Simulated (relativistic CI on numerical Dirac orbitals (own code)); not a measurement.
**Nb XXXIX: computed level list**

Calculated at this level of theory: Dirac-Coulomb-Breit CI, KLI orbitals optimised for each configuration, model QED (radiative potential, 1s self-energy scaled to tabulated hydrogen-like ionisation energies), unscaled Slater integrals (own radial code, finite nucleus).

Configuration list (outside the closed core 1s2): 2s, 2p, 3s, 3p, 3d, 4s, 4p, 4d, 4f, 5s, 5p, 5d, 5f, 5g, 6s, 6p, 6d. Levels of other configurations are missing.

The lowest level is 2s ²S1/2, with 100 % of that term; Hund's rules for 2s give ²S with J = 1/2, in agreement.

```tsv
No.	Configuration	Term	J	E (eV)	%	Next component (%)	Landé g
1	2s	²S	1/2	0.00	100		1.988
2	2p	²P°	1/2	83.71	100		0.652
3	2p	²P°	3/2	197.21	100		1.323
4	3s	²S	1/2	3045.32	100		1.996
5	3p	²P°	1/2	3068.53	100		0.660
6	3p	²P°	3/2	3102.18	100		1.329
7	3d	²D	3/2	3110.33	100		0.795
8	3d	²D	5/2	3120.84	100		1.196
9	4s	²S	1/2	4096.77	100		1.999
10	4p	²P°	1/2	4106.31	100		0.662
11	4p	²P°	3/2	4120.47	100		1.331
12	4d	²D	3/2	4123.87	100		0.797
13	4d	²D	5/2	4128.31	100		1.198
14	4f	²F°	5/2	4128.49	100		0.854
15	4f	²F°	7/2	4130.69	100		1.141
16	5s	²S	1/2	4579.32	100		2.000
17	5p	²P°	1/2	4584.14	100		0.664
18	5p	²P°	3/2	4591.38	100		1.332
19	5d	²D	3/2	4593.10	100		0.798
20	5d	²D	5/2	4595.38	100		1.199
21	5f	²F°	5/2	4595.48	100		0.855
22	5g	²G	7/2	4596.61	100		0.887
23	5f	²F°	7/2	4596.61	100		1.142
24	5g	²G	9/2	4597.28	100		1.110
25	6s	²S	1/2	4839.94	100		2.001
26	6p	²P°	1/2	4842.70	100		0.664
27	6p	²P°	3/2	4846.88	100		1.333
28	6d	²D	3/2	4847.88	100		0.798
29	6d	²D	5/2	4849.19	100		1.199
```

Energies count from the lowest computed level; ° marks odd parity.

The mean weight of the leading LS term, summed over parents, in these 29 levels is 100 %, and that of the leading jj configuration (from the same eigenvectors) 100 %.

At this charge energies of transitions that change n are usually good to better than 1 %, and those within a shell (Δn = 0) to a few per cent.
